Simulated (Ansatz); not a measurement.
Cost and result for the atomization energy of C2H9GeNSi, SMILES `C=C[N]([SiH3])[GeH3]` (14 atoms, 13 bonds).

```xyz
14

C    -0.663   -0.259    2.093
C    -0.876   -0.384    0.782
N    -0.013   -0.010   -0.244
Si    1.523    0.706    0.139
Ge   -0.603   -0.325   -1.974
H    -1.417   -0.588    2.794
H     0.246    0.165    2.505
H    -1.818   -0.821    0.453
H     1.354    1.970    0.905
H     2.195    0.988   -1.153
H     2.361   -0.216    0.952
H     0.488    0.169   -2.927
H    -1.923    0.438   -2.186
H    -0.854   -1.834   -2.140
```

Total charge 0; spin multiplicity 1. Correlated methods include outer-core shells of Ge, which these sets cover unevenly. Scalar relativity is left out up to krypton. Geometry: relaxed with PBE0-D4/def2-TZVP. It is one conformer, not always the lowest. Program: Ansatz. All runs use 4 threads of an Arm Neoverse V2 on a shared host. Times are those of one run each, without the atoms' runs, and a repeat can differ threefold. Electronic energies, without spin–orbit coupling; frozen cores. CCSD(T)/CBS adds CCSD(T) − MP2 in def2-TZVPP to the MP2 limit, and its time is that of the two runs behind it. T1 = 0.012. With those shells the extrapolation isn't a true limit. B3LYP takes the VWN-RPA correlation (the form of Gaussian; ORCA's B3LYP/G). HSE06 is the plane-wave form, built on full-range PBE exchange.

CCSD(T)/CBS is a level of theory with its own doubt, some kJ/mol a heavy atom from the limit and from the frozen cores, so smaller differences don't rank the functionals.

| level | functions | wall time |
| --- | --- | --- |
| LDA (SPW92)/def2-TZVPP | 309 | 2.2 s |
| BLYP-D4/def2-TZVPP | 309 | 3.6 s |
| HSE06-D4/def2-TZVPP | 309 | 6.5 s |
| CAM-B3LYP-D4/def2-TZVPP | 309 | 7 s |
| r2SCAN-D4/def2-TZVPP (with forces) | 309 | 8.5 s |
| B3LYP-D4/def2-TZVPP (with forces) | 309 | 9.5 s |
| B2PLYP/def2-TZVPP | 309 | 12 s |
| PBE-QIDH/def2-TZVPP | 309 | 12 s |
| B97M-V/def2-TZVPP | 309 | 15 s |
| CCSD(T)/def2-SVP | 137 | 20 s |
| MP2/def2-QZVPP | 600 | 53 s |
| CCSD(T)/def2-TZVPP | 309 | 22 min |
| CCSD(T)/CBS(def2) | – | 23 min |

Question: What atomization energy does each give, and how far from CCSD(T)/CBS? (Best estimate.)

Answer: Computed: 
| level | atomization (kJ/mol) | difference from CCSD(T)/CBS | per bond |
| --- | --- | --- | --- |
| LDA (SPW92)/def2-TZVPP | 5414.1 | 624.5 | 48.0 |
| BLYP-D4/def2-TZVPP | 4765.8 | -23.8 | -1.8 |
| HSE06-D4/def2-TZVPP | 4767.1 | -22.5 | -1.7 |
| CAM-B3LYP-D4/def2-TZVPP | 4808.5 | 18.9 | 1.5 |
| r2SCAN-D4/def2-TZVPP (with forces) | 4778.3 | -11.3 | -0.9 |
| B3LYP-D4/def2-TZVPP (with forces) | 4789.7 | 0.1 | 0.0 |
| B2PLYP/def2-TZVPP | 4728.3 | -61.3 | -4.7 |
| PBE-QIDH/def2-TZVPP | 4740.2 | -49.4 | -3.8 |
| B97M-V/def2-TZVPP | 4808.0 | 18.4 | 1.4 |
| CCSD(T)/def2-SVP | 4512.8 | -276.8 | -21.3 |
| MP2/def2-QZVPP | 4762.5 | -27.1 | -2.1 |
| CCSD(T)/def2-TZVPP | 4676.1 | -113.5 | -8.7 |
| CCSD(T)/CBS(def2) | 4789.6 | 0.0 | 0.0 |

Leaving LDA and LC-ωPBE aside and taking each functional with its dispersion term where it has one, the values, not all of them listed here, spread over 137.2 kJ/mol, from BHLYP-D4 to PBE-D4. LDA lies +625.6 kJ/mol from PBE without D4, its usual overbinding. From PBE to PBE0 (25 % exact exchange), in def2-TZVPP and without D4, the atomization energy moves by −52.9 kJ/mol: exact exchange takes away binding that semilocal exchange gives to molecules. At CCSD(T), def2-SVP lies −276.8 kJ/mol from the extrapolated value and def2-TZVPP −113.5 kJ/mol: correlation converges slowly with the basis, and small sets miss more of it in the bonded molecule than in its fragments.

For some Ge, Se and Sn compounds the MP2-based and the directly extrapolated limit differ by 10 to 25 kJ/mol.
